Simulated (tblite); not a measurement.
Parent: `[CH:1]#[C:2][C:3]1([SiH2:4][O:5][SiH2:6][OH:7])[CH:8]=[CH:9]1` with C2–C3–Si4–O5 179°, C3–Si4–O5–Si6 176°, Si4–O5–Si6–O7 -9°, O5–Si6–O7–H 180°, C5H8O2Si2.

Structures optimised with GFN2-xTB, isolated species. One conformer each, not checked by frequencies here.

```json
{"coordinate of the parent": "C1≡C2", "value": "1.199 Å"}
{"coordinate of the parent": "C2–C3", "value": "1.431 Å"}
{"coordinate of the parent": "C3–Si4", "value": "1.894 Å"}
{"coordinate of the parent": "Si4–O5", "value": "1.623 Å"}
{"coordinate of the parent": "O5–Si6", "value": "1.610 Å"}
{"coordinate of the parent": "Si6–O7", "value": "1.623 Å"}
{"coordinate of the parent": "C3–C8", "value": "1.523 Å"}
{"coordinate of the parent": "C8=C9", "value": "1.292 Å"}
{"coordinate of the parent": "C3–C9", "value": "1.523 Å"}
{"coordinate of the parent": "C1–C2–C3", "value": "178.9°"}
{"coordinate of the parent": "C2–C3–Si4", "value": "115.9°"}
{"coordinate of the parent": "C2–C3–C8", "value": "117.2°"}
{"coordinate of the parent": "C2–C3–C9", "value": "117.2°"}
{"coordinate of the parent": "Si4–C3–C8", "value": "120.2°"}
{"coordinate of the parent": "Si4–C3–C9", "value": "120.3°"}
{"coordinate of the parent": "C8–C3–C9", "value": "50.2°"}
{"coordinate of the parent": "C3–Si4–O5", "value": "103.0°"}
{"coordinate of the parent": "Si4–O5–Si6", "value": "151.6°"}
{"coordinate of the parent": "O5–Si6–O7", "value": "106.6°"}
{"coordinate of the parent": "C3–C8–C9", "value": "64.9°"}
{"coordinate of the parent": "C3–C9–C8", "value": "64.9°"}
```

**Question.** How does the shared frame change in `[CH:1]#[C:2][C:3]1([SiH2:4][O:5][SiH2:6][OH:7])[CH2:8][CH2:9]1` with C2–C3–Si4–O5 -46°, C3–Si4–O5–Si6 20°, Si4–O5–Si6–O7 -10°, O5–Si6–O7–H 23°, C5H10O2Si2? Atoms pair as C1 = C1, C2 = C2, C3 = C3, Si4 = Si4, O5 = O5, Si6 = Si6, O7 = O7, C8 = C9, C9 = C8 (parent first).

**Answer.** 
```csv
parent,relative,value in the relative,change
C1≡C2,C1≡C2,1.202 Å,+0.003
C2–C3,C2–C3,1.425 Å,-0.006
C3–Si4,C3–Si4,1.899 Å,+0.005
Si4–O5,Si4–O5,1.607 Å,-0.016
O5–Si6,O5–Si6,1.635 Å,+0.025
Si6–O7,Si6–O7,1.613 Å,-0.010
C3–C8,C3–C9,1.514 Å,-0.009
C8=C9,C9–C8,1.488 Å,+0.196
C3–C9,C3–C8,1.511 Å,-0.012
C1–C2–C3,C1–C2–C3,176.5°,-2.4
C2–C3–Si4,C2–C3–Si4,115.1°,-0.8
C2–C3–C8,C2–C3–C9,116.3°,-0.9
C2–C3–C9,C2–C3–C8,116.4°,-0.8
Si4–C3–C8,Si4–C3–C9,119.7°,-0.5
Si4–C3–C9,Si4–C3–C8,118.9°,-1.4
C8–C3–C9,C9–C3–C8,59.0°,+8.8
C3–Si4–O5,C3–Si4–O5,110.1°,+7.1
Si4–O5–Si6,Si4–O5–Si6,158.1°,+6.5
O5–Si6–O7,O5–Si6–O7,111.1°,+4.5
C3–C8–C9,C3–C9–C8,60.4°,-4.5
C3–C9–C8,C3–C8–C9,60.6°,-4.3
```

Of the parent's bonds, C8–C9 changes most (+0.196 Å). Point group C1 → C1.

All values are computed, not measured.
